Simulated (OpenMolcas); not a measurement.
# Ionisation energies of scandium

```yaml
Program: OpenMolcas
Basis: ANO-R3 [7s5p5d3f2g]
Scalar_Hamiltonian: X2C, finite nucleus
Spin-orbit_coupling: RASSI with atomic mean-field integrals over the reference wave functions, term energies averaged over their components
```

Active shells in each charge state: the valence d shell, with orbitals averaged over the low states. Where CASPT2's correlated closed shells are named, they are those of the first ion.

A. CASSCF
B. SS-CASPT2, IPEA 0.25 Eh, imaginary shift 0.1 Eh (closed shells correlated: 3s 3p)
C. SS-CASPT2, IPEA 0 Eh, imaginary shift 0.1 Eh (closed shells correlated: 3s 3p)
D. SS-CASPT2, IPEA 0.25 Eh, imaginary shift 0.1 Eh (closed shells correlated: none)
E. SS-CASPT2, IPEA 0.25 Eh, imaginary shift 0.1 Eh (closed shells correlated: 2s 2p 3s 3p)

Energies in eV between the lowest computed levels, named as in B; reference values from the NIST Atomic Spectra Database with their kind.

```csv
From,To,A,B,C,D,E,Spin-orbit share in B,Reference
Sc2+ 3d ²D_3/2,Sc3+ 3p⁶ ¹S₀,23.748,24.606,24.676,23.748,24.635,+0.016,24.757 (measured)
```

Error against the reference values, in %:

```json
{"From": "Sc2+", "Reference": "measured", "A": "-4.1", "B": "-0.6", "C": "-0.3", "D": "-4.1", "E": "-0.5"}
```

Absolute error against the one measured value: A 1.01 eV, B 0.15 eV, C 0.08 eV, D 1.01 eV, E 0.12 eV. C lies closest.

The lowest level within the active space need not be the ion's true ground level.
